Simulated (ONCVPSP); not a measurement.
rhenium (Re): one change to an ONCV potential, before and after

* Element: Re
* Generator: ONCVPSP 4.0.1
* Type: optimised norm-conserving Vanderbilt (ONCV)
* Functional: PBE
* Relativity: fully relativistic
* Frozen core: [Kr] 4d10 4f14
* Valence charge: 15
* Reference configuration: 5s2 5p6 5d5 6s1 6p1
* Partial waves: 5s+6s: rc 1.45 bohr, ncon 5, nbas 8, qcut 6.6 1/bohr, 2 projectors; 5p+6p: rc 2.35 bohr, ncon 3, nbas 6, qcut 6.2 1/bohr, 2 projectors; 5d: rc 2.35 bohr, ncon 5, nbas 10, qcut 5.4 1/bohr, 1 projector
* Local potential: polynomial inside 1.05 bohr (lpopt 5, dvloc0 0 Ha)
* Core correction: Teter function, fcfact 3.75, rcfact 1.15

Open shells are filled in proportion to 2j + 1.

All-electron outer shells of the reference configuration (PBE, scalar-relativistic, ld1.x):

```
shell  level (eV)  outermost node (bohr)  outermost maximum (bohr)
   4d     -257.02                   0.21                      0.44
   5s      -86.95                   0.52                      0.93
   5p      -48.72                   0.56                      1.06
   4f      -44.00                      –                      0.41
   6s       -7.07                   1.24                      2.51
   5d       -6.90                   0.62                      1.41
   6p       -2.12                   1.48                      3.52
```

Change: p: qcut 8.

Cutoffs: the cutoffs (Ha) at which the residual kinetic energy of the hardest occupied pseudo-wave falls to 1 and 0.1 mHa per electron; they do not see the model core or the augmentation charge, which bear on the density cutoff. Errors are all-electron minus pseudo energies relative to the spin-unpolarised reference configuration.

Task: What does the change do?

Result: The potential gets neither clearly harder nor softer (61 Ha and 79 Ha → 61 Ha and 79 Ha); the errors of the 4 common tests hardly move; the range in which the p1/2 phases agree narrows (upper end at the end of the scan → 3.8); neither file shows a bound ghost.

```csv
quantity,base,changed
"cutoff, loose",61 Ha,61 Ha
"cutoff, tight",79 Ha,79 Ha
loose cutoff by channel,"s 61 Ha, p 13 Ha, d 13 Ha","s 61 Ha, p 14 Ha, d 13 Ha"
bound ghosts,none,none
GHOST(+) flags under 300 eV,s at 97.0 eV,s at 97.0 eV
"error for 5s2 5p6 5d5 6s2 6p0, meV [ΔE -4.74 eV]",+0.3,+0.4
"error for 5s2 5p6 5d5 6s1 6p0, meV [ΔE 4.51 eV]",+0.4,+0.4
"error for 5s2 5p6 5d5 6s0 6p0, meV [ΔE 20.84 eV]",+4.4,+4.7
"error for 5s2 5p6 5d5 6s1.5 6p0, meV [ΔE -0.96 eV]",0.0,+0.1
s: phases at 1.47 bohr within 0.05 rad from the reference energy up to (Ha; the scan ends near 5),2.8,2.8
p3/2: phases at 2.39 bohr within 0.05 rad from the reference energy up to (Ha; the scan ends near 5),3.7,3.8
p1/2: phases at 2.39 bohr within 0.05 rad from the reference energy up to (Ha; the scan ends near 5),to the end of the scan,3.8
d5/2: phases at 2.39 bohr within 0.05 rad from the reference energy up to (Ha; the scan ends near 5),1.5,1.5
d3/2: phases at 2.39 bohr within 0.05 rad from the reference energy up to (Ha; the scan ends near 5),1.2,1.2
"rms error of d²Exc/dni dnj with the model core, mHa",5.08,5.10
```
